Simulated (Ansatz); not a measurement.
Ligand exchange on a metal centre used in film growth or etching (Zr Cl-Br). All species are isolated molecules in the gas phase.

Quantity: redistribution energy (mixed species minus the weighted end members), in kJ/mol.

Case: 3 of 4 Cl replaced by Br: [Zr(Cl)(Br)3]. The other species in the difference include [Zr(Cl)4] (neutral, multiplicity 1). Geometry of [Zr(Cl)(Br)3] (neutral, multiplicity 1, Å):

```xyz
5

Zr     0.0077     0.0093     0.0187
Cl    -0.4304     1.2821     1.9299
Br     0.5475    -2.3248     0.6773
Br    -1.9886     0.0028    -1.4608
Br     1.9357     0.9880    -1.2051
```

Estimate the redistribution energy (mixed species minus the weighted end members) that frozen-core CCSD(T)/def2-TZVPP // TPSS-D3(BJ)/def2-SVP (Ansatz, an electronic-structure program) returns for this input.

0.44 kJ/mol.
